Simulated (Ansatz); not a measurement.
Consider the ligand exchange at the Si–I bond: `Cl[Si](Cl)(Cl)I` + HBr → `Cl[Si](Cl)(Cl)Br` + HI.

Computed with Ansatz on PBE0-D4/def2-TZVP structures; ΔE is electronic, products minus reactants. CBS: MP2 limit from def2 TZ/QZ plus the TZ coupled-cluster correction, frozen cores. DFT in def2-TZVPP. HSE06 is defined as in plane-wave codes. def2 core potentials past Kr. For Br, I outer-core shells are correlated without core-valence functions, which leaves a few kJ/mol of doubt a bond. Scalar relativity is left out up to krypton.

Q: Is it downhill or uphill in electronic energy at CCSD(T)/CBS, and by how much? (Estimate.)

A: Computed: Downhill: ΔE = -2.1 kcal/mol.

Q: What do these levels give: revPBE-D4, r2SCAN0-D4, CAM-B3LYP-D4, BLYP, r2SCAN, r2SCANh, HSE06, BHLYP, CCSD(T)/def2-SVP, HF/def2-TZVPP, SCS-MP2/def2-TZVPP, MP2/def2-QZVPP? (An estimate is asked.)

A: Computed: revPBE-D4 -1.9, r2SCAN0-D4 -2.8, CAM-B3LYP-D4 -3.2, BLYP -3.0, r2SCAN -2.9, r2SCANh -2.9, HSE06 -2.5, BHLYP -3.6, CCSD(T)/def2-SVP -3.6, HF/def2-TZVPP -4.2, SCS-MP2/def2-TZVPP -2.6, MP2/def2-QZVPP -1.4 kcal/mol.

Largest T1 diagnostic among the species: 0.009.

Leaving LDA and LC-ωPBE aside and taking each functional with its dispersion term where it has one, the values, not all of them listed here, spread over 1.8 kcal/mol, from B97M-V to PBE-D4. At CCSD(T), def2-SVP lies −1.5 kcal/mol from the extrapolated value and def2-TZVPP −1.0 kcal/mol. In def2-TZVPP, CCSD(T) changes the Hartree–Fock value by +1.1 kcal/mol (the triples alone add +0.3 kcal/mol) and MP2 by +2.2 kcal/mol.
